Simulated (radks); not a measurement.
Values are calculated unless marked as measured or tabulated.
Q: Species: Cl2.25+. Configuration: [Ne] 3s2 3p(up 2.25, down 0.5) (fractional occupations, a model configuration). Code: a radial shooting solver on a logarithmic mesh with Libxc functionals. Model: scalar-relativistic Kohn-Sham, PBE, spin-polarised, spherical densities, finite nucleus; Fermi nuclear charge, rms radius 3.3654 fm. Some entries of the table are withheld. Estimate them.

orbital  occ.  eigenvalue (eV)  <1/r> (bohr^-1)  <r^2> (bohr^2)
1s up       1        -2784.269            16.68         0.01114
1s down     1        -2783.911            16.68         0.01113
2s up       1        -284.6980            3.312          0.2339
2s down     1        -284.3608            3.311          0.2337
2p up       3        -223.8046            3.211          0.2055
2p down     3        -223.3296            3.210          0.2053
3s up       1         -49.3282           0.9676           2.334
3s down     1         -46.8971           0.9665           2.363
3p up    2.25         -35.9080              (1)             (2)
3p down   0.5         -33.5867              (3)             (4)

A: 
(1) 3p up <1/r> (bohr^-1): 0.8603
(2) 3p up <r^2> (bohr^2): 2.870
(3) 3p down <1/r> (bohr^-1): 0.8531
(4) 3p down <r^2> (bohr^2): 2.955
